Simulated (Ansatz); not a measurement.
CH₆N₂SeSi, SMILES `NC(=[Se])N[SiH3]`. Charge 0, multiplicity 1. The structure was optimised at the PBE0-D4/def2-TZVP level. It is one conformer, not always the lowest.

```xyz
11

N     1.880   -1.002   -0.130
C     0.892   -0.189    0.265
Se    1.073    0.957    1.671
N    -0.272   -0.227   -0.407
Si   -1.627    0.810    0.046
H     2.748   -0.974    0.372
H     1.784   -1.638   -0.904
H    -0.358   -0.867   -1.185
H    -1.333    2.245   -0.140
H    -2.157    0.497    1.389
H    -2.630    0.388   -0.976
```

Task: What is the dipole moment at B3LYP/def2-TZVPP? (An estimate is asked.)

Result: Ansatz gave: 5.06 D, with components (0.57, -3.47, -3.64) D in this frame, pointing from negative to positive charge.

Task: And with PBE, r2SCAN, ωB97M-V? (Best estimate.)

Result: Computed: PBE 4.97 D, r2SCAN 5.16 D, ωB97M-V 5.24 D.

Task: Give the Mulliken charges with B3LYP, ωB97M-V, r2SCAN in def2-TZVPP. (Estimate.)

Result: The calculation gave: 
```json
{"atom": "N1", "B3LYP": "-0.24", "ωB97M-V": "-0.19", "r2SCAN": "-0.27"}
{"atom": "C2", "B3LYP": "0.20", "ωB97M-V": "0.19", "r2SCAN": "0.23"}
{"atom": "Se3", "B3LYP": "-0.36", "ωB97M-V": "-0.33", "r2SCAN": "-0.38"}
{"atom": "N4", "B3LYP": "-0.24", "ωB97M-V": "-0.23", "r2SCAN": "-0.27"}
{"atom": "Si5", "B3LYP": "0.35", "ωB97M-V": "0.22", "r2SCAN": "0.37"}
{"atom": "H6", "B3LYP": "0.19", "ωB97M-V": "0.17", "r2SCAN": "0.20"}
{"atom": "H7", "B3LYP": "0.15", "ωB97M-V": "0.12", "r2SCAN": "0.16"}
{"atom": "H8", "B3LYP": "0.12", "ωB97M-V": "0.09", "r2SCAN": "0.13"}
{"atom": "H9", "B3LYP": "-0.04", "ωB97M-V": "0.00", "r2SCAN": "-0.04"}
{"atom": "H10", "B3LYP": "-0.04", "ωB97M-V": "0.00", "r2SCAN": "-0.04"}
{"atom": "H11", "B3LYP": "-0.09", "ωB97M-V": "-0.05", "r2SCAN": "-0.09"}
```

B3LYP here is the variant with VWN-RPA as its local correlation; programs differ in this.
